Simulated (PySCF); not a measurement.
```xyz
3
charge 1 multiplicity 2, angstrom
Te    0.0000    0.0000    0.0000
S     0.0000    0.0000    2.2267
S     0.0000    0.0000   -2.2267
```

Level of theory: UPBE0/[Te def2-TZVP with ECP28, S def2-TZVP], scalar-relativistic core potentials, density fitting, no spin–orbit coupling, PySCF.

This geometry of TeS₂⁺ is a stationary point at this level.

What is the point group?

D∞h.

Is it a minimum?

No: it has 2 imaginary modes (one degenerate set), at 278i cm⁻¹ (πu).

List the harmonic modes with their infrared intensities.


| symmetry | ω (cm⁻¹) | IR (km/mol, summed over degenerate members) | type |
| --- | --- | --- | --- |
| πu | 278i | – | bend |
| σg+ | 443 | 0.0 | stretch |
| σu+ | 483 | 25.3 | stretch |

What are the dipole moment and the gap between the highest occupied and lowest empty levels of either spin?

0.00 D about the centre of mass and 2.43 eV.

In D∞h the vibrations span πu + σg+ + σu+. The σg+ mode carries no infrared intensity, as symmetry demands. With a centre of inversion only u modes can be infrared active and only g modes Raman active.

Only a few start shapes were tried, so a lower isomer may exist. At this level a doublet minimum of C2v symmetry lies 111 kJ/mol below this structure. With an element this heavy the missing spin–orbit coupling can shift these numbers.
